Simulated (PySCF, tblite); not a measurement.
Isomers of C6H12N2Si. All values are computed: GFN2-xTB (tblite) harmonic vibrations without scaling, gas phase. Against measured fundamentals such values can be off by several per cent, at times by over 20. Modes of hydrogen on silicon can be 10 to 20 % off. One conformer each.

Electronic energies: PBE0/pcSseg-1 single points on the GFN2-xTB geometries (PySCF, gas phase).

```
                          SMILES  electronic energy, lowest = 0 (kcal/mol)
            C#CCN(C)C(=C)[SiH2]N                                      79.0
              C[SiH2]NC/C=C\CC#N                                      36.4
             Cc1ccn([SiH](C)C)n1                                       0.0
      C#C[C@@](C)(/C=N\C)N[SiH3]                                      88.2
       C=CN([SiH3])[C@@H](C)CC#N                                      44.3
[H]/N=C/[C@H]([SiH3])/N=C(/C)C=C                                      67.2
```

Task: How do GFN2-xTB zero-point energies change the relative energies?

Result: 
```tsv
SMILES	ZPE (kcal/mol)	of it from modes above 1550 cm⁻¹	electronic (kcal/mol)	with ZPE, lowest = 0 (kcal/mol)	lowest mode (cm⁻¹)	rings
Cc1ccn([SiH](C)C)n1	105.6	53.5	0.0	0.0	16	1
C[SiH2]NC/C=C\CC#N	103.6	55.6	36.4	34.4	6i	0
C=CN([SiH3])[C@@H](C)CC#N	102.7	54.6	44.3	41.3	32	0
[H]/N=C/[C@H]([SiH3])/N=C(/C)C=C	101.2	56.2	67.2	62.8	32	0
C#CCN(C)C(=C)[SiH2]N	102.3	56.6	79.0	75.7	11	0
C#C[C@@](C)(/C=N\C)N[SiH3]	100.8	55.2	88.2	83.5	33	0
```

The zero-point energies span 4.8 kcal/mol, from `C#C[C@@](C)(/C=N\C)N[SiH3]` to `Cc1ccn([SiH](C)C)n1`. Slightly imaginary modes are left out of the zero-point energy: `C[SiH2]NC/C=C\CC#N` 6.4i cm⁻¹. The order is unchanged.

Task: And how do the electronic energies of GFN2-xTB itself compare?

Result: `Cc1ccn([SiH](C)C)n1` 0.0; `C[SiH2]NC/C=C\CC#N` 38.0; `C=CN([SiH3])[C@@H](C)CC#N` 24.0; `[H]/N=C/[C@H]([SiH3])/N=C(/C)C=C` 57.1; `C#CCN(C)C(=C)[SiH2]N` 63.9; `C#C[C@@](C)(/C=N\C)N[SiH3]` 51.3 kcal/mol, lowest = 0. Against the energies above, taken from the same isomer `Cc1ccn([SiH](C)C)n1`, the largest difference is 36.9 kcal/mol.

Task: What do entropy and thermal enthalpy add at 298.15 K and 1 bar (rigid rotor, harmonic oscillator, one conformer each)?

Result: 
```
                          SMILES  point group  symmetry number  S (cal/(mol K))  H − H(0) (kcal/mol)  ZPE + H − H(0) − TS (kcal/mol)
       C=CN([SiH3])[C@@H](C)CC#N           C1                1            108.5                 8.06                            78.4
[H]/N=C/[C@H]([SiH3])/N=C(/C)C=C           C1                1            109.2                 8.23                            76.9
      C#C[C@@](C)(/C=N\C)N[SiH3]           C1                1            111.3                 8.62                            76.3
```

Not tabulated: `Cc1ccn([SiH](C)C)n1` (lowest mode only 16 cm⁻¹); `C[SiH2]NC/C=C\CC#N` (lowest mode only 6i cm⁻¹); `C#CCN(C)C(=C)[SiH2]N` (lowest mode only 11 cm⁻¹).
